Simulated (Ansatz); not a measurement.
Compare A (`[CH3][SnH]([NH2])[OH]`) with its isomer B (`C[NH][SnH2][OH]`).

Isolated molecules relaxed with PBE0-D4/def2-TZVP in Ansatz; ΔE leaves out vibrations. CBS: MP2 limit from def2 TZ/QZ plus the TZ coupled-cluster correction, frozen cores. DFT in def2-TZVPP. B3LYP here is the variant with VWN-RPA as its local correlation; programs differ in this. def2 core potentials past Kr. For Sn outer-core shells are correlated without core-valence functions, which leaves a few kJ/mol of doubt a bond. One conformer a species, not always the lowest.

A:

Z-matrix (Å, degrees):
```
C
Sn 1 2.126
H 1 1.090 2 109.1
H 1 1.090 2 110.8 3 120.5
H 1 1.090 2 109.3 3 -118.9
N 2 2.022 1 115.6 3 -47.3
O 2 1.969 1 102.9 3 65.9
H 2 1.712 1 116.8 3 -174.0
H 6 1.010 2 115.1 1 -108.5
H 6 1.011 2 116.0 1 19.8
H 7 0.960 2 111.4 1 -152.1
```

B:

```xyz
11

C    -0.907   -1.407    0.153
N    -0.618   -0.124    0.767
Sn    0.271    1.345   -0.280
O     2.004    0.769   -1.037
H    -0.032   -2.056    0.016
H    -1.644   -1.957    0.747
H    -1.352   -1.251   -0.834
H    -0.285   -0.225    1.715
H     0.529    2.639    0.803
H    -0.649    1.644   -1.674
H     2.682    0.623   -0.374
```

(1) Which isomer does CCSD(T)/CBS put lower? Give the gap. (Estimate.)

(2) Give E(B) − E(A) in kJ/mol with r2SCAN-D4, PBE0-D4, B3LYP, MP2/def2-TZVPP, PBE-D4, B3LYP-D4, B2PLYP. (Estimate.)

Largest T1 diagnostic: 0.013.

Answers

(1) The calculation gave: A, by 82.3 kJ/mol.

(2) The calculation gave: r2SCAN-D4 77.2, PBE0-D4 74.2, B3LYP 73.1, MP2/def2-TZVPP 84.1, PBE-D4 73.1, B3LYP-D4 72.6, B2PLYP 76.7. None reverses the order clearly.

In def2-TZVPP, CCSD(T) changes the Hartree–Fock value by +9.2 kJ/mol (the triples alone add +0.8 kJ/mol) and MP2 by +15.1 kJ/mol.
